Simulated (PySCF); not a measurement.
# TeO: one state, many levels of theory

State: ³Σ⁻ (triplet), unpaired electrons π ↑↑. Set-up: basis Te def2-TZVPP with ECP28, O def2-TZVPP; scalar-relativistic core potentials; PySCF 2.14. De refers to Te + O in their high-spin ground configurations, without counterpoise correction. The functionals are run spin-unrestricted. A positive dipole means Te(−)O(+).

```json
{"Level": "ROHF", "Re (Å)": "1.761", "ωe (cm⁻¹)": "979", "De (eV)": "0.69", "μ (D)": "-3.94", "CPU s a point (SCF and correlation, without the integrals)": "0.9"}
{"Level": "ROHF-MP2", "Re (Å)": "1.823", "ωe (cm⁻¹)": "921", "De (eV)": "4.42", "μ (D)": "n/a", "CPU s a point (SCF and correlation, without the integrals)": "1.7"}
{"Level": "ROHF-SCS-MP2", "Re (Å)": "1.818", "ωe (cm⁻¹)": "905", "De (eV)": "4.04", "μ (D)": "n/a", "CPU s a point (SCF and correlation, without the integrals)": "n/a"}
{"Level": "ROHF-CCSD", "Re (Å)": "1.808", "ωe (cm⁻¹)": "856", "De (eV)": "3.43", "μ (D)": "n/a", "CPU s a point (SCF and correlation, without the integrals)": "n/a"}
{"Level": "ROHF-CCSD(T)", "Re (Å)": "1.826", "ωe (cm⁻¹)": "814", "De (eV)": "3.84", "μ (D)": "n/a", "CPU s a point (SCF and correlation, without the integrals)": "68"}
{"Level": "PBE", "Re (Å)": "1.844", "ωe (cm⁻¹)": "783", "De (eV)": "4.80", "μ (D)": "-2.79", "CPU s a point (SCF and correlation, without the integrals)": "1.2"}
{"Level": "revPBE", "Re (Å)": "1.849", "ωe (cm⁻¹)": "775", "De (eV)": "4.47", "μ (D)": "-2.77", "CPU s a point (SCF and correlation, without the integrals)": "1.2"}
{"Level": "r²SCAN", "Re (Å)": "1.824", "ωe (cm⁻¹)": "823", "De (eV)": "4.32", "μ (D)": "-2.82", "CPU s a point (SCF and correlation, without the integrals)": "1.6"}
{"Level": "M06-L", "Re (Å)": "1.829", "ωe (cm⁻¹)": "808", "De (eV)": "4.42", "μ (D)": "-2.86", "CPU s a point (SCF and correlation, without the integrals)": "2.8"}
{"Level": "r²SCANh", "Re (Å)": "1.815", "ωe (cm⁻¹)": "844", "De (eV)": "4.06", "μ (D)": "-2.89", "CPU s a point (SCF and correlation, without the integrals)": "2.4"}
{"Level": "PBE0", "Re (Å)": "1.811", "ωe (cm⁻¹)": "852", "De (eV)": "4.02", "μ (D)": "-2.96", "CPU s a point (SCF and correlation, without the integrals)": "4.7"}
{"Level": "M06", "Re (Å)": "1.813", "ωe (cm⁻¹)": "848", "De (eV)": "4.35", "μ (D)": "-3.16", "CPU s a point (SCF and correlation, without the integrals)": "5.3"}
{"Level": "HSE06", "Re (Å)": "1.814", "ωe (cm⁻¹)": "845", "De (eV)": "4.04", "μ (D)": "-2.95", "CPU s a point (SCF and correlation, without the integrals)": "5.7"}
```

The bond length runs from 1.761 Å (ROHF) to 1.849 Å (revPBE). De spans 0.69 eV (ROHF, mean field) to 4.80 eV (PBE, GGA). Correlation at CCSD(T) changes the Hartree–Fock bond energy by +3.15 eV; the triples alone change it by +0.41 eV.

Correlated steps freeze 5 core orbitals. These are scalar-relativistic numbers at best; spin–orbit coupling would shift them, the dissociation energy most. The state is the lowest determinant that a PBE0 search found; another state may lie lower at other levels.

The whole job (state search and all levels along the bond) took about 17 min on 1 thread of AMD EPYC 7R43 64-Core (shared host), peak memory 1.9 GiB.
